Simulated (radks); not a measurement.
Q: Rb12+, configuration [Ar] 3d7 (the NIST ground configuration). Method: Dirac Kohn-Sham, PBEsol, spin-unpolarised, spherical densities, finite nucleus; open shells fill j = l - 1/2 first; Fermi nuclear charge, rms radius 4.2036 fm; computed with a radial shooting solver on a logarithmic mesh with Libxc functionals. Some entries of the table are withheld. Estimate them.

orbital,occ.,eigenvalue (hartree),<1/r> (bohr^-1),r(max) (bohr)
1s1/2,2,-563.1938,37.86,0.02630
2s1/2,2,-84.96151,8.509,0.1497
2p1/2,2,-78.15134,8.479,0.1173
2p3/2,4,-75.91510,8.168,0.1206
3s1/2,2,-21.13961,(1),0.4432
3p1/2,2,-18.69216,(2),0.4304
3p3/2,4,-18.31891,(3),0.4385
3d3/2,4,-14.09263,2.599,0.3725
3d5/2,3,-14.02367,2.580,0.3748

A: 
(1) 3s1/2 <1/r> (bohr^-1): 2.938
(2) 3p1/2 <1/r> (bohr^-1): 2.845
(3) 3p3/2 <1/r> (bohr^-1): 2.773
